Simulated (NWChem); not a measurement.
Species: C3H7NSi; SMILES C#C[Si@H](N)C

```xyz
12

C      0.0829    -2.6144    -0.1928
C      0.0250    -1.4089     0.0394
Si    -0.0340     0.4001     0.4073
C      1.4593     1.2787    -0.3232
N     -1.4832     1.0151    -0.3549
H      0.1349    -3.6750    -0.4014
H      0.0225     0.5227     1.9151
H      2.3972     0.8742     0.1074
H      1.4862     1.1450    -1.4227
H      1.4254     2.3656    -0.1021
H     -1.6573     2.0220    -0.2798
H     -2.3539     0.5067    -0.1745
```
Atoms are numbered in this order, from 1.

Program: NWChem. All runs use the structure optimised with PBE-D3(BJ)/def2-SVP. No frequency run checked for a minimum.

Problem. Order these by “orbital gap (eV)”, lowest first: Hartree-Fock/def2-TZVP; Hartree-Fock/def2-SVP; Hartree-Fock/def2-SVPD.

Solution. Hartree-Fock/def2-SVPD (13.00), Hartree-Fock/def2-TZVP (13.74), Hartree-Fock/def2-SVP (14.40)
